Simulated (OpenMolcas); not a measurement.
# Os6+ in a point-charge field

Os6+ among 6 point charges of -1.7 e arranged as a trigonal prism (D3h), 1.97 Å from the ion, with a polar angle of 56.5° against the regular 49.1°.
```
   1.6421    0.0000    1.0883  -1.70
  -0.8210    1.4221    1.0883  -1.70
  -0.8210   -1.4221    1.0883  -1.70
   1.6421    0.0000   -1.0883  -1.70
  -0.8210    1.4221   -1.0883  -1.70
  -0.8210   -1.4221   -1.0883  -1.70
```

```yaml
Program: OpenMolcas
Method: "SS-CASPT2, IPEA 0.25 Eh, imaginary shift 0.1 Eh (closed shells correlated: 4f 5s 5p)"
Basis: ANO-RCC-VDZP [7s6p4d2f1g]
Scalar_Hamiltonian: DKH2, point nucleus
Active_space: 2 electrons in 5 orbitals (5d)
State_averaging: 2S+1 = 3 even, 10 roots; 2S+1 = 1 even, 15 roots
Spin-orbit_coupling: RASSI with atomic mean-field integrals over the reference wave functions
```

The lowest spin-free states (labels of D3, the rotations of D3h), above the lowest:

| State | Degeneracy | E (cm-1) | Free-ion L (%) |
| --- | --- | --- | --- |
| 3E | 2 | 0 | F (100) |
| 3E | 2 | 2830 | F (97) |
| 3A1 | 1 | 4990 | F (100) |
| 3A2 | 1 | 5000 | F (100) |
| 3A2 | 1 | 5620 | F (100) |
| 1A1 | 1 | 10900 | D (74) |
| 1E | 2 | 11920 | D (88) |
| 1E | 2 | 14550 | D (86) |
| 3E | 2 | 15100 | P (97) |
| 3A2 | 1 | 17010 | P (100) |
| 1E | 2 | 19310 | G (86) |
| 1A1 | 1 | 19570 | G (73) |
| 1E | 2 | 21990 | G (100) |
| 1E | 2 | 22290 | G (88) |
| 1A1 | 1 | 22610 | G (100) |
| 1A2 | 1 | 22650 | G (100) |
| 1A1 | 1 | 46680 | S (99) |

The lowest levels with spin-orbit coupling:

```
E (cm-1)  Degeneracy  Label      2S+1               g
       0           2      E         3  0.00 0.00 0.97
     980           2      E  3 (87 %)  0.00 0.00 3.23
    1390           1     A1  3 (85 %)                
   11850           2      E         3  0.00 0.00 3.77
   12010           1     A2         3                
   12270           2      E         3  0.00 0.00 2.15
   12270           1     A2         3                
   12280           1     A1         3                
   16970           1     A1  3 (85 %)                
   19600           2      E  3 (87 %)  0.00 0.00 5.08
   19950           1     A2  3 (89 %)                
   19950           1     A1  3 (89 %)                
   20080           2      E  3 (72 %)  0.00 0.00 2.47
   21100           1     A1  3 (59 %)                
   21260           2      E  1 (50 %)  0.00 0.00 4.57
   22430           2      E  3 (82 %)  0.00 0.00 9.62
   22790           2      E  3 (63 %)  0.00 0.00 2.48
   23100           1     A1  3 (67 %)                
   24300           1     A2         3                
   25380           2      E         3  0.00 0.00 3.09
```

Powder χT (cm3 K/mol): 0.0302 at 2 K, 0.0328 at 10 K, 0.0462 at 50 K, 0.0628 at 100 K, 0.0963 at 200 K, 0.131 at 300 K. The effective moment at 300 K is 2.828 √(χT) = 1.02 μB.

The lowest level has 2S+1 = 3, for which the spin-only value is χT = S(S+1) / 2 = 1.000 cm3 K/mol (g = 2). The computed 0.131 at 300 K differs by -0.869, through orbital momentum, spin-orbit coupling and any other state in reach.

Roots that are degenerate in the reference are averaged as groups; the widest CASPT2 spread within a group is 87 cm-1 (the 2-fold group of multiplicity 3 near 0 cm-1 above the lowest state of its run). Shifts and gaps below about the spread of the groups concerned are not significant. Spin-orbit coupling mixes the spin-free states strongly: the lowest level takes only 57 % from its leading state, 3E. An orbital doublet at a regular site is open to a Jahn-Teller distortion, which this geometry leaves out. Free-ion shares, where given, are those of the reference states; single-state CASPT2 does not remix them. Point charges carry no covalency, so the field is a model and not that of real ligands. No measured value stands beside these numbers.

With an even number of electrons the g values are those of a degenerate or nearly degenerate non-Kramers pair.
